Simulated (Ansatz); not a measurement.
Z-matrix (Å, degrees):
```
Si
C 1 1.826
C 1 1.831 2 50.5
F 1 1.592 2 120.8 3 105.1
H 1 1.471 2 121.9 3 -106.8
H 2 1.086 1 123.8 3 -104.3
H 2 1.087 1 117.1 3 106.4
Cl 3 1.760 1 123.0 2 -106.9
H 3 1.085 1 120.0 2 104.1
```

Charge 0, multiplicity 1.

Problem. List the r2SCAN/def2-TZVPP orbital energies in eV (the Gaussian-basis code of Ansatz). (Estimate.)

Solution. Computed: Occupied: -2753.35, -1792.22, -666.62, -274.72, -273.46, -254.70, -193.32, -193.06, -193.06, -142.60, -97.51, -97.44, -97.42, -31.72, -22.61, -19.95, -15.50, -14.11, -12.70, -12.02, -11.38, -11.36, -10.52, -9.99, -9.14, -8.12, -7.06, -6.23. Lowest empty: -0.83, -0.12, 0.29, 0.76, 2.15, 2.27, 3.08, 3.51.
